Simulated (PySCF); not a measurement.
Isomers C₈H₁₂N₂:

A. SMILES CCn1nccc1C1CC1
B. `InChI=1S/C8H12N2/c1-4-7-9-10-8(5-2)6-3/h4-5,7H,1-2,6H2,3H3/b9-7-,10-8+`
C. `C=Cn1ccc(C(C)C)n1`
D. `C=CCn1ncc(C)c1C`

Spectrum 1. 1H NMR (400 MHz, computed): δ 7.20 (m, 1H), 6.87 (m, 1H), 6.38 (m, 1H), 6.33 (m, 1H), 5.02 (m, 1H), 3.09 (sept, 1H), 1.28 (d, 6H). 13C{1H} NMR (computed): δ 166.2 (C), 137.2 (CH), 135.1 (CH), 108.3 (CH), 105.8 (CH2), 33.0 (CH), 26.2 (CH3).

Spectrum 2. 1H NMR (400 MHz, computed): δ 7.39 (m, 1H), 5.65 (m, 1H), 4.36 (q, 2H), 1.66 (m, 1H), 1.38 (t, 3H), 1.11 (m, 2H), 0.68 (m, 2H). 13C{1H} NMR (computed): δ 149.2 (C), 141.5 (CH), 103.3 (CH), 47.3 (CH2), 18.9 (CH3), 14.6 (CH2), 9.8 (CH).

Spectrum 3. 1H NMR (400 MHz, computed): δ 7.25 (s, 1H), 6.12 (m, 1H), 5.58 (m, 1H), 5.47 (m, 1H), 4.79 (d, 2H), 2.32 (s, 3H), 2.18 (s, 3H). 13C{1H} NMR (computed): δ 145.1 (CH), 142.0 (CH), 139.3 (C), 123.5 (CH2), 119.6 (C), 58.3 (CH2), 11.3 (CH3), 11.2 (CH3).

Spectrum 4. 1H NMR (400 MHz, computed): δ 6.52 (m, 1H), 6.37 (m, 1H), 6.30 (m, 1H), 6.01 (m, 1H), 5.90 (m, 1H), 5.52 (m, 1H), 5.50 (m, 1H), 2.41 (q, 2H), 1.15 (t, 3H). 13C{1H} NMR (computed): δ 135.1 (CH), 134.7 (CH), 133.1 (CH2), 132.0 (C), 125.3 (CH2), 123.9 (CH), 37.1 (CH2), 15.8 (CH3).

PySCF calculation with coordinates at the GFN2-xTB level and shieldings: GIAO PBE0/pcSseg-1; non-relativistic, rapidly exchanging positions averaged, no solvent model, single conformer.

Chemical shifts δ = σref − σ; 1H and 13C vs TMS, all at this level. Where no couplings were computed, multiplicities follow the n + 1 count of equivalent neighbours, and m marks all less simple cases (inequivalent or close neighbours, rings, F or P nearby). Shifts are as computed. Against solution values, carbons near 30 ppm lie about +3 ppm off and those near 130 ppm about +5 ppm. Of 1211 compounds with measured shifts, 218 miss one by over three times the rms of a fit or turn the order of signals round; such compounds aren't used in these exercises.

Q: Match each spectrum to its structure.

A: 1–C, 2–A, 3–D, 4–B.

- Spectrum 1 (C): 7 13C signals; δC 137.2 is an alkene CH; δC 105.8 is a terminal =CH2 carbon.
- Spectrum 2 (A): 7 13C signals; δC 141.5 is an aromatic CH next to a ring nitrogen; δC 47.3 is an sp3 CH2 bonded to N.
- Spectrum 3 (D): 8 13C signals; δC 145.1 is an alkene CH; δC 142.0 is an aromatic CH next to a ring nitrogen.
- Spectrum 4 (B): 8 13C signals; δC 135.1 is an alkene CH; δC 134.7 is an alkene CH.
